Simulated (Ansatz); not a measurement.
B₅⁺, 5 atoms. Hardware: 4 threads of AMD EPYC 9R45 on a shared host.

Correlated methods freeze 5 core orbitals.

Task: How many basis functions does each of these Ansatz runs have, and roughly what does it cost? B3LYP-D4/def2-SVP, charge 1 singlet, relaxation, 11 steps; ωB97X-V/def2-TZVP, charge 1 triplet, energy, from earlier orbitals; PBE0-D4/def2-SVP, charge 1 quintet, energy with a search over starts; PBE0-D4/def2-TZVP, charge 0 doublet at the geometry of the charge 1 singlet, energy, from earlier orbitals; r2SCAN-D4/def2-TZVP, charge 1 triplet, energy, from earlier orbitals; PBE-D4/def2-TZVP, charge 1 quintet, energy, from earlier orbitals; CCSD(T)/def2-TZVPP, charge 1 quintet, energy, from earlier orbitals; ωB97X-V/def2-TZVP, charge 1 quintet, energy, from earlier orbitals; PBE-D4/def2-TZVP, charge 0 doublet at the geometry of the charge 1 singlet, energy, from earlier orbitals; PBE0-D4/def2-SVP, charge 1 singlet, energy with a search over starts; r2SCAN-D4/def2-TZVP, charge 1 singlet, energy and forces, from earlier orbitals; MP2/def2-TZVP, charge 1 quintet, energy, from earlier orbitals.

Result: Other jobs shared the machine, so times can vary by a factor of up to 3. A dash marks memory too small to be measured apart from the calling script's.

| run | functions | fitting or Cholesky vectors | wall time | peak host memory (GiB) |
| --- | --- | --- | --- | --- |
| PBE0-D4/def2-SVP, charge 1 singlet, energy with a search over starts | 70 | 770 | 0.35 s | – |
| PBE0-D4/def2-SVP, charge 1 quintet, energy with a search over starts | 70 | 770 | 0.65 s | – |
| MP2/def2-TZVP, charge 1 quintet, energy, from earlier orbitals | 155 | 980 | 0.7 s | – |
| PBE-D4/def2-TZVP, charge 1 quintet, energy, from earlier orbitals | 155 | 845 | 0.8 s | – |
| r2SCAN-D4/def2-TZVP, charge 1 singlet, energy and forces, from earlier orbitals | 155 | 845 | 0.85 s | – |
| r2SCAN-D4/def2-TZVP, charge 1 triplet, energy, from earlier orbitals | 155 | 845 | 1.4 s | – |
| PBE-D4/def2-TZVP, charge 0 doublet at the geometry of the charge 1 singlet, energy, from earlier orbitals | 155 | 845 | 1.9 s | – |
| PBE0-D4/def2-TZVP, charge 0 doublet at the geometry of the charge 1 singlet, energy, from earlier orbitals | 155 | 845 | 2.1 s | – |
| ωB97X-V/def2-TZVP, charge 1 quintet, energy, from earlier orbitals | 155 | 845 | 3.2 s | – |
| B3LYP-D4/def2-SVP, charge 1 singlet, relaxation, 11 steps | 70 | 825 | 3.5 s | – |
| ωB97X-V/def2-TZVP, charge 1 triplet, energy, from earlier orbitals | 155 | 845 | 5.5 s | 0.55 |
| CCSD(T)/def2-TZVPP, charge 1 quintet, energy, from earlier orbitals | 155 | 980 | 12 s | 2.5 |
